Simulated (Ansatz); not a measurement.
One geometry of the cluster ZrO₃H₂, several levels of theory.

```yaml
crystal:
  periodic: [false, false, false]
  atoms:
    - {symbol: Zr, position_ang: [0.295226, 0.217488, 0.192177]}
    - {symbol: O, position_ang: [1.487615, -0.895547, -0.871937]}
    - {symbol: O, position_ang: [1.047807, 0.336278, -1.600128]}
    - {symbol: O, position_ang: [-1.572468, -0.240428, 0.536985]}
    - {symbol: H, position_ang: [1.098225, 1.286889, 1.528326]}
    - {symbol: H, position_ang: [-2.356405, -0.704669, 0.214587]}
basis:
  gaussian: {orbitals: def2-TZVP, initial_orbitals: start.molden}
hamiltonian: {xc: {name: CAM-B3LYP}, dispersion: d4}
scf: {omitted_lower_state_checks: [starts]}
output: {orbitals: {seedname: orbitals}}
```

The file start.molden holds the orbitals of an earlier run on this structure, at another level or in another basis.

```sh
$ ansatz run in.yaml --threads 4 --pin off --events-out ev --progress --plain --max-ram 3916MiB
```

It prints (some lines left out):

```
Functional definition: CAM-B3LYP
896 factors; their error is unknown
239 factors; integrals over basis functions are off by at most 2.2e-5 eV
mean field evaluation 1: about -7454.2733 eV, gradient 7.1e0 eV
mean field evaluation 2: about -7454.3473 eV, gradient 9.9e-2 eV
mean field evaluation 4: about -7454.3711 eV, gradient 3.7e-4 eV
mean field -7454.37107208 eV, -273.9430841447 hartree, gradient 2.7e-5 eV, S^2 0.000000; 0 other end points of the search recorded, 0 dependent functions left out
reference -7454.37121508 eV, -273.9430893998 hartree; 19, 19 occupied and 126, 126 virtual orbitals, 896 factors
Total energy: -7454.46355819 eV, -273.9464829465 hartree
Checks for a lower state left out: starts
```

Run time 1.6 s (4 threads of Arm Neoverse V1 on a shared host).

As the first input, with `hamiltonian: {xc: pbe, dispersion: d4}`, `output: {forces: true, orbitals: {seedname: orbitals}}` (abridged; 1.4 s):

```
Functional definition: PBE
mean field -7451.83411485 eV, -273.8498526862 hartree, gradient 1.4e-5 eV, S^2 0.000000
Total energy: -7451.94017251 eV, -273.8537502334 hartree
Atom 0 force     0.000559    -0.008924    -0.007755 eV/Å
Atom 1 force    -0.002993    -0.000716    -0.000182 eV/Å
Atom 2 force     0.004507     0.004294     0.002574 eV/Å
Atom 3 force    -0.006803     0.001101     0.003249 eV/Å
Atom 4 force    -0.003553     0.001876    -0.000534 eV/Å
Atom 5 force     0.008284     0.002370     0.002649 eV/Å
Dipole moment:    -0.639006    -0.121684     0.174670 e Å
Checks for a lower state left out: starts
```

The first input with `gaussian: {orbitals: def2-TZVPP, initial_orbitals: start.molden}`, `correlation: {method: ccsd_t}` and without the key `hamiltonian` (abridged; 60 s):

```
Functional definition: HF
mean field -7412.26021216 eV, -272.3955385863 hartree, gradient 2.8e-6 eV, S^2 0.000000
3 core orbitals not correlated: weight in the atoms' cores, before any rotation towards them, 1.000 or more for the frozen orbitals, at most 0.000 for the correlated occupied ones
second order -29.23796430 eV of doubles, -0.00000000 eV of singles
cycle   1  -27.80745048 eV  change     1.4e0 eV  update   2.0e-1
cycle   2  -28.77847402 eV  change   -9.7e-1 eV  update   1.0e-1
cycle   3  -29.04960907 eV  change   -2.7e-1 eV  update   4.4e-2
cycle   4  -29.06126437 eV  change   -1.2e-2 eV  update   1.9e-2
cycle   5  -29.03742099 eV  change    2.4e-2 eV  update   9.3e-3
cycle   6  -29.04296286 eV  change   -5.5e-3 eV  update   4.8e-3
cycle   7  -29.04542850 eV  change   -2.5e-3 eV  update   2.4e-3
cycle   8  -29.04434526 eV  change    1.1e-3 eV  update   9.4e-4
cycle   9  -29.04468967 eV  change   -3.4e-4 eV  update   4.4e-4
cycle  10  -29.04496845 eV  change   -2.8e-4 eV  update   1.7e-4
cycle  11  -29.04463061 eV  change    3.4e-4 eV  update   9.2e-5
cycle  12  -29.04466351 eV  change   -3.3e-5 eV  update   4.3e-5
cycle  13  -29.04468677 eV  change   -2.3e-5 eV  update   3.0e-5
cycle  14  -29.04467906 eV  change    7.7e-6 eV  update   1.2e-5
perturbative correction -1.39187181 eV, -0.0511503456 hartree
Total energy: -7442.69676303 eV, -273.5140612003 hartree
Checks for a lower state left out: starts
```

First input, but with `hamiltonian: {xc: r2scan, dispersion: d4}` (abridged; 2.3 s):

```
Functional definition: r2SCAN
mean field -7455.25519882 eV, -273.9755752031 hartree, gradient 6.6e-6 eV, S^2 0.000000
Total energy: -7455.28004808 eV, -273.9764883966 hartree
Checks for a lower state left out: starts
```

First input, but with `hamiltonian: {xc: {name: BLYP}, dispersion: d4}` (abridged; 1.4 s):

```
Functional definition: BLYP
mean field -7456.39577890 eV, -274.0174907480 hartree, gradient 1.6e-5 eV, S^2 0.000000
Total energy: -7456.62230382 eV, -274.0258153854 hartree
Checks for a lower state left out: starts
```

The first input with `hamiltonian: {xc: pbe0, dispersion: d4}` (abridged; 1.6 s):

```
Functional definition: PBE0
mean field -7450.44535356 eV, -273.7988166500 hartree, gradient 2.0e-5 eV, S^2 0.000000
Total energy: -7450.53522362 eV, -273.8021193139 hartree
Checks for a lower state left out: starts
```

Geometry: PBE-D4/def2-TZVP.

In the def2 sets Zr takes a core potential; there is no spin–orbit coupling. Correlated methods freeze 3 core orbitals; core or outer-core shells of Zr are correlated, in sets that lack core-valence functions. The structure holds 1 bond(s) between oxygen atoms. Another isomer (singlet) lies 3.80 eV lower at PBE0-D4/def2-TZVP; other spin states weren't run for this one.
